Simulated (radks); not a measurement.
The numbers below are computed, except where a source is named.
Valence configurations of Be I (all share [He]). Code: a radial shooting solver on a logarithmic mesh with Libxc functionals. Model: scalar-relativistic Kohn-Sham, r2SCAN, spin-polarised, spherical densities, finite nucleus; open shells are filled with parallel spins first; meta-GGA in the generalised Kohn-Sham scheme; Fermi nuclear charge, rms radius 2.519 fm. Energies are relative to 2s2; eigenvalues in eV for spin up.

[
 {"valence": "2s2", "E (eV)": "0.000", "moment (Bohr magnetons)": "0", "e(2p)": "-", "e(2s)": "-5.747"},
 {"valence": "2p2", "E (eV)": "6.532", "moment (Bohr magnetons)": "2", "e(2p)": "-3.460", "e(2s)": "-"},
 {"valence": "2s1 2p1", "E (eV)": "2.383", "moment (Bohr magnetons)": "2", "e(2p)": "-3.025", "e(2s)": "-7.219"},
 {"valence": "2s1.5 2p0.5", "E (eV)": "1.613", "moment (Bohr magnetons)": "1", "e(2p)": "-2.584", "e(2s)": "-6.731"},
 {"valence": "2s0.5 2p1.5", "E (eV)": "4.472", "moment (Bohr magnetons)": "2", "e(2p)": "-3.258", "e(2s)": "-7.414"}
]

NIST lists [He] 2s2 as the ground configuration; this level of theory agrees among the configurations tried. The energies are those of spherical high-spin densities, not of single terms.
